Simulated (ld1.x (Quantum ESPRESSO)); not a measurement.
## iodine: one change to a TM potential, before and after

```json
{
  "Element": "I",
  "Generator": "ld1.x (Quantum ESPRESSO) 7.5",
  "Type": "norm-conserving Troullier–Martins (Kleinman–Bylander form)",
  "Functional": "PBEsol",
  "Relativity": "scalar-relativistic",
  "Frozen core": "[Kr]",
  "Valence charge": "17",
  "Reference configuration": "4d10 5s1.75 5p5.25",
  "Partial waves": "5p (bound): rc 1.60 bohr; 4d (bound): rc 0.80 bohr; 5s (bound): rc 1.65 bohr",
  "Local potential": "the s channel",
  "Core correction": "Bessel-smoothed model core inside 0.70 bohr"
}
```

All-electron outer shells of the reference configuration (PBEsol, scalar-relativistic, ld1.x):

```json
{"shell": "4s", "level (eV)": "-180.68", "outermost node (bohr)": "0.37", "outermost maximum (bohr)": "0.68"}
{"shell": "4p", "level (eV)": "-127.72", "outermost node (bohr)": "0.37", "outermost maximum (bohr)": "0.72"}
{"shell": "4d", "level (eV)": "-50.54", "outermost node (bohr)": "0.35", "outermost maximum (bohr)": "0.78"}
{"shell": "5s", "level (eV)": "-17.63", "outermost node (bohr)": "0.88", "outermost maximum (bohr)": "1.70"}
{"shell": "5p", "level (eV)": "-7.23", "outermost node (bohr)": "0.96", "outermost maximum (bohr)": "2.02"}
```

Change: wave 5s (bound): rc 1.65 bohr becomes 5s (bound): rc 1.98 bohr.

Cutoffs: the cutoffs (Ry, on a coarse ladder) from which the occupation-weighted sum of valence levels, in a spherical-Bessel basis at the reference potential, stays within 10 and 1 mRy of its value at 400 Ry; they do not see the model core or the augmentation charge, which bear on the density cutoff. Errors are all-electron minus pseudo energies relative to the spin-unpolarised reference configuration.

Q: How do hardness, ghosts and transferability respond?

A: Of the 7 tests that both files solve, the error grows in 3 and shrinks in 0 by more than 15 % and 0.3 meV (median size 1.9 → 2.7 meV); neither file shows a bound ghost. More of the atom is replaced by a form fitted at one configuration, so other configurations suffer.

| quantity | base | changed |
| --- | --- | --- |
| cutoff, loose | 230 Ry | 230 Ry |
| cutoff, tight | over 300 Ry | over 300 Ry |
| bound ghosts | none | none |
| error for 4d10 5s2 5p5, meV [ΔE -2.59 eV] | +0.2 | +0.1 |
| error for 4d10 5s2 5p4, meV [ΔE 8.56 eV] | -1.1 | -1.1 |
| error for 4d10 5s2 5p3, meV [ΔE 28.44 eV] | +1.9 | +2.7 |
| error for 4d10 5s2 5p4.5, meV [ΔE 1.95 eV] | -0.8 | -0.9 |
| error for 4d10 5s2 5p2, meV [ΔE 57.83 eV] | +10 | +13 |
| error for 4d9 5s2 5p5, meV [ΔE 55.59 eV] | -421 | -406 |
| error for 4d10 5s2 5p1, meV [ΔE 97.32 eV] | +19 | +25 |
